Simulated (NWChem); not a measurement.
**Correlation energy of F$_{2}$Ge**

```
Ge
F 1 1.7471
F 1 1.7471 2 97.20
```
Charge 0, spin multiplicity 1.

All runs are NWChem calculations. The geometry was optimised at PBE0/def2-SVP, a minimum by its harmonic frequencies.

Basis set: 6-311G**. Each correlation energy counts from its own Hartree-Fock reference.

The Hamiltonian is non-relativistic. The correlated methods keep 11 core orbitals frozen. The Pople sets run with spherical d functions. The structure started from a generated list of species. Coupled-cluster values serve here as a point of comparison, not as the truth.

Task: Order these methods by the correlation energy they give, lowest first: MP2, SCS-MP2, CR-CCSD[T], CR-CCSD(T).

Result: CR-CCSD[T] (-649.0 mHa), CR-CCSD(T) (-647.1 mHa), MP2 (-639.2 mHa), SCS-MP2 (-605.6 mHa)
